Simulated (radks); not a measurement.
Trend from Rb+ to Xe+: ionisation energy by Delta-SCF between NIST ground configurations, and size. Calculated with a radial shooting solver on a logarithmic mesh with Libxc functionals: Dirac Kohn-Sham, PBEsol, spin-unpolarised, spherical densities, finite nucleus; open shells fill j = l - 1/2 first; Fermi nuclear charge, rms radius of each element as measured or else 0.836 A^(1/3) + 0.57 fm.

species,configuration,IE (eV),NIST (eV),kind
Rb+,[Kr],27.281,27.290,exp.
Sr+,[Kr] 5s1,10.894,11.030,exp.
Zr+,[Kr] 4d2 5s1,12.891,13.130,exp.
Nb+,[Kr] 4d4,14.068,14.320,semi-emp.
Mo+,[Kr] 4d5,15.283,16.2,semi-emp.
Tc+,[Kr] 4d5 5s1,14.814,15.260,semi-emp.
Ru+,[Kr] 4d7,17.986,16.8,semi-emp.
Rh+,[Kr] 4d8,19.296,18.080,semi-emp.
Pd+,[Kr] 4d9,20.588,19.4,semi-emp.
Ag+,[Kr] 4d10,21.868,21.484,exp.
Cd+,[Kr] 4d10 5s1,17.097,16.908,exp.
In+,[Kr] 4d10 5s2,19.278,18.870,exp.
Sn+,[Kr] 4d10 5s2 5p1,14.378,14.633,exp.
Sb+,[Kr] 4d10 5s2 5p2,16.434,16.63,exp.
Te+,[Kr] 4d10 5s2 5p3,17.488,18.6,exp.
I+,[Kr] 4d10 5s2 5p4,19.379,19.131,exp.
Xe+,[Kr] 4d10 5s2 5p5,21.246,20.975,semi-emp.

Reference values: NIST Atomic Spectra Database (exp. = measured, semi-emp. = semi-empirical, theory = theoretical value adopted there). Spin polarisation and multiplet splitting are left out, so open shells lie too high by an amount that depends on their filling.

Beside tabulated values, note that spin-unpolarised runs miss the spin-polarisation part of the exchange energy of open shells.
